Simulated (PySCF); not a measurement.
Al(H)2(PH2) (AlH₄P), SMILES [PH2][AlH2].

The structure is a stationary point at PBE-D3(BJ)/def2-TZVP.

Vertical ionisation energy (IE) and electron affinity (EA) in eV. Rows of orbital energies are one-electron estimates. Where ΔSCF, EOM or ADC give a negative EA the extra electron is unbound and the value depends on the basis.

```csv
level,IE,EA
"−ε(HOMO), −ε(LUMO), B3LYP/def2-TZVPD (PySCF)",7.09,1.88
"−ε(HOMO), −ε(LUMO), r2SCAN/def2-TZVPD (PySCF)",6.49,2.12
ADC(2)/aug-cc-pVDZ (PySCF),9.22,0.11
```

### Question
Beyond the first one, list the lowest photoelectron lines from ADC(2)/aug-cc-pVDZ run with PySCF with their pole strengths (two spins summed). (An estimate is asked for; the answer gives what the named calculation found.)

### Answer
11.03 eV (1.82), 11.18 eV (1.85), 13.26 eV (1.81), 14.32 eV (1.82), 19.55 eV (0.87).
